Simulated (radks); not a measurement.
Neutral ruthenium inside a hard spherical wall (all orbitals vanish at R), configuration held at [Kr] 4d7 5s1 and not refilled when levels cross. Method: scalar-relativistic Kohn-Sham, LDA (Slater exchange, Perdew-Wang correlation), spin-unpolarised, spherical densities, finite nucleus; Fermi nuclear charge, rms radius 4.4809 fm; computed with a radial shooting solver on a logarithmic mesh with Libxc functionals. Eigenvalues in eV, with the zero of energy where the potential of the charges vanishes at infinity; a dash marks a level that is unbound or too diffuse for the functional's potential to be trusted. A positive occupied level is held by the wall or, in an anion where self-interaction has pushed it up, behind a barrier. The pressure on the wall is -dE/dV.

R (bohr) = free: E (hartree) -4526.20379; kinetic (hartree) 4679.020; e(4s) -76.438; e(4p) -46.529; e(4d) -5.401; e(5s) -4.511; e(5p, empty) -1.032; e(6s, empty) -0.011; pressure (GPa) 0
R (bohr) = 15: E (hartree) -4526.20379; kinetic (hartree) 4679.020; e(4s) -76.438; e(4p) -46.529; e(4d) -5.401; e(5s) -4.510; e(5p, empty) -1.024; e(6s, empty) 0.457; pressure (GPa) < 0.0001
R (bohr) = 12: E (hartree) -4526.20376; kinetic (hartree) 4679.020; e(4s) -76.434; e(4p) -46.525; e(4d) -5.397; e(5s) -4.507; e(5p, empty) -0.981; e(6s, empty) 1.059; pressure (GPa) 0.000687
R (bohr) = 7: E (hartree) -4526.19327; kinetic (hartree) 4679.093; e(4s) -75.989; e(4p) -46.083; e(4d) -4.985; e(5s) -4.023; e(5p, empty) 0.220; e(6s, empty) 7.628; pressure (GPa) 0.569
R (bohr) = 6: E (hartree) -4526.17068; kinetic (hartree) 4679.218; e(4s) -75.372; e(4p) -45.476; e(4d) -4.427; e(5s) -3.288; e(5p, empty) 1.525; e(6s, empty) 12.922; pressure (GPa) 2.51
R (bohr) = 5: E (hartree) -4526.09421; kinetic (hartree) 4679.585; e(4s) -73.887; e(4p) -44.030; e(4d) -3.093; e(5s) -1.351; e(5p, empty) 4.522; e(6s, empty) 23.576; pressure (GPa) 12.7
R (bohr) = 4: E (hartree) -4525.80322; kinetic (hartree) 4680.807; e(4s) -70.183; e(4p) -40.471; e(4d) 0.327; e(5s) 4.321; e(5p, empty) 12.389; e(6s, empty) 47.908; pressure (GPa) 80.3
R (bohr) = 2.5: E (hartree) -4521.85988; kinetic (hartree) 4695.572; e(4s) -48.969; e(4p) -19.745; e(4d) 23.819; e(5s) 55.083; e(5p, empty) 73.498; e(6s, empty) 197.68; pressure (GPa) 3130
R (bohr) = 1.5: E (hartree) -4481.87397; kinetic (hartree) 4821.843; e(4s) 46.573; e(4p) 84.088; e(4d) 145.72; e(5s) 359.40; e(5p, empty) 393.50; e(6s, empty) 838.23; pressure (GPa) 129000
